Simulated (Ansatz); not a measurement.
NiAs2H8⁺, that is trans-NiH2(AsH3)2 with one electron fewer. The state is a doublet with charge 1. Geometry PBE0-D4/def2-SVP, that of the neutral singlet; atoms count from 1.

Cartesian coordinates in Å:
```
Ni 0.008 0.030 -0.011
H -1.083 1.009 0.360
As -0.857 -0.474 -1.965
H -1.224 -1.922 -2.208
H 0.015 -0.305 -3.190
H -2.116 0.130 -2.561
H 1.091 -0.960 -0.377
As 0.865 0.491 1.957
H 2.212 0.007 2.465
H 0.058 0.056 3.161
H 1.031 1.937 2.370
```

(1) Estimate the Mulliken populations from the PBE0/def2-TZVP orbitals of Ansatz.

(2) Where does the spin sit?

(3) And the Mayer bond orders between heavy atoms (over 0.3)?

## Answers

(1) 
```
atom  charge (e)  spin (α − β)  d electrons
 Ni1       -0.31          1.09         8.53
  H2        0.01         -0.03            –
 As3        0.17         -0.01            –
  H4        0.16          0.00            –
  H5        0.16          0.00            –
  H6        0.15          0.00            –
  H7        0.01         -0.03            –
 As8        0.17         -0.01            –
  H9        0.15          0.00            –
 H10        0.16          0.00            –
 H11        0.16          0.00            –
```
Mulliken values depend strongly on the basis.

(2) Summed by element: Ni 1.09, H -0.07, As -0.02, of 1 unpaired in all. Largest on single atoms: Ni1 1.09, H2 -0.03, H7 -0.03.

(3) Ni1–As3 0.88 (2.20 Å); Ni1–As8 0.88 (2.20 Å).
